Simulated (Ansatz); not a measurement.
Start from `N[SiH2][GeH2][NH2]` and change one atom or group to get `N[SiH2][GeH2][SH]`.

Ansatz, PBE0-D4/def2-TZVP geometries, multiplicity 1. Each molecule was computed in one conformer, which needn't be the lowest.

Scalar relativity is left out up to krypton.

```json
{"property": "HOMO energy (ωB97M-V/def2-TZVPP) / eV", "`N[SiH2][GeH2][NH2]`": "-8.85"}
{"property": "HOMO–LUMO gap (PBE/def2-TZVPP) / eV", "`N[SiH2][GeH2][NH2]`": "4.57"}
{"property": "HOMO energy (PBE/def2-TZVPP) / eV", "`N[SiH2][GeH2][NH2]`": "-5.44"}
{"property": "HOMO energy (PBE0/def2-TZVPP) / eV", "`N[SiH2][GeH2][NH2]`": "-6.70"}
{"property": "LUMO energy (PBE0/def2-TZVPP) / eV", "`N[SiH2][GeH2][NH2]`": "-0.06"}
{"property": "HOMO–LUMO gap (B3LYP/def2-TZVPP) / eV", "`N[SiH2][GeH2][NH2]`": "6.19"}
```

(1) Give the same properties after the change, and the shifts. (Estimate.)

## Answers

(1) Computed: 
| property | `N[SiH2][GeH2][SH]` | shift |
| --- | --- | --- |
| HOMO energy (ωB97M-V/def2-TZVPP) / eV | -9.01 | -0.16 |
| HOMO–LUMO gap (PBE/def2-TZVPP) / eV | 4.36 | -0.21 |
| HOMO energy (PBE/def2-TZVPP) / eV | -5.72 | -0.28 |
| HOMO energy (PBE0/def2-TZVPP) / eV | -6.90 | -0.20 |
| LUMO energy (PBE0/def2-TZVPP) / eV | -0.56 | -0.50 |
| HOMO–LUMO gap (B3LYP/def2-TZVPP) / eV | 5.91 | -0.28 |

With PBE0 the HOMO falls by 0.20 eV and the LUMO falls by 0.50 eV, so the gap narrows by about 0.30 eV. PBE moves the HOMO by -0.28 eV and ωB97M-V by -0.16 eV.

B3LYP here is the variant with VWN-RPA as its local correlation; programs differ in this.
